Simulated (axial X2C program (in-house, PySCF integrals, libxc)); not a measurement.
# Nuclear properties of RuS

Calculated with an axial X2C code built on PySCF integrals: two-component X2C with atomic mean-field Coulomb and Gaunt terms, Gaussian nuclei, basis Ru dyall-cv3z, S dyall-av3z with contracted cores.

R = 2.083 Å (near the PBE0 minimum at charge 0 of the determinant lowest at the starting distance; the state shown can have its own minimum elsewhere).

Determinant lowest in the PBE0 search, Ω = 4 (⟨Sz⟩ = 1.99, ⟨Lz⟩ = 2.01 at PBE0), spin on the atoms Ru 1.59, S 0.40:

```json
{"level": "PBE0", "Eeff magnitude (GV/cm)": "3.06", "Ws magnitude Ru (kHz)": "0.286", "A∥/gI Ru (MHz)": "600", "qzz Ru (a.u.)": "1.45", "A∥/gI S (MHz)": "-23.9", "qzz S (a.u.)": "0.23", "μ (D)": "-4.18"}
{"level": "BP86", "Eeff magnitude (GV/cm)": "2.26", "Ws magnitude Ru (kHz)": "0.199", "A∥/gI Ru (MHz)": "662", "qzz Ru (a.u.)": "1.40", "A∥/gI S (MHz)": "-20.1", "qzz S (a.u.)": "0.33", "μ (D)": "-3.29"}
{"level": "B3LYP", "Eeff magnitude (GV/cm)": "2.71", "Ws magnitude Ru (kHz)": "0.248", "A∥/gI Ru (MHz)": "614", "qzz Ru (a.u.)": "1.42", "A∥/gI S (MHz)": "-20.8", "qzz S (a.u.)": "0.26", "μ (D)": "-3.89"}
{"level": "PBE", "Eeff magnitude (GV/cm)": "2.38", "Ws magnitude Ru (kHz)": "0.215", "A∥/gI Ru (MHz)": "651", "qzz Ru (a.u.)": "1.39", "A∥/gI S (MHz)": "-21.2", "qzz S (a.u.)": "0.33", "μ (D)": "-3.38"}
```

Eeff is the effective electric field on the electron electric dipole moment in this Ω state and Ws the scalar–pseudoscalar constant of the nucleus named (defined with the proton number Z and per Ω); A∥ (defined per Ω) follows by multiplying with gI = μI/(I μN); qzz is the electric field gradient, eQq0 = 234.96 MHz × Q/barn × qzz; μ is positive if the S end (last atom) is positive. The operators were transformed with the bare-nucleus X2C matrices; with these basis sets, hyperfine constants and field gradients can be off by tens of per cent, and where levels differ in sign neither size nor sign is settled.

Problem. With gI(101Ru) = -0.2880, Q(101Ru) = 0.457 barn, gI(33S) = 0.4292, Q(33S) = -0.0694 barn (g factors from the IAEA table of nuclear moments by Stone; Q from Pyykkö, Mol. Phys. 2018), turn the PBE0 values of the first state into constants in MHz.

Solution. A∥(101Ru) = 600 × -0.2880 = -173 MHz; eQq0(101Ru) = 234.96 × (0.457) × (1.45) = 156 MHz; A∥(33S) = -23.9 × 0.4292 = -10.3 MHz; eQq0(33S) = 234.96 × (-0.0694) × (0.23) = -3.75 MHz.

Each state is one determinant with collinear spin, which with several unpaired electrons need not be a pure state. With several open shells hyperfine constants can be off by a factor of several. Open-shell Ω = 0 determinants with evenly filled partner blocks cannot be reached by this program, so the Ω shown need not be the lowest component. Left out as unconverged or as another state under the same occupation: HF in at least one table. The search compared states at one distance, so a state with another bond length can lie lower. Further determinants of the search, some of them spin-mixed, are not shown.
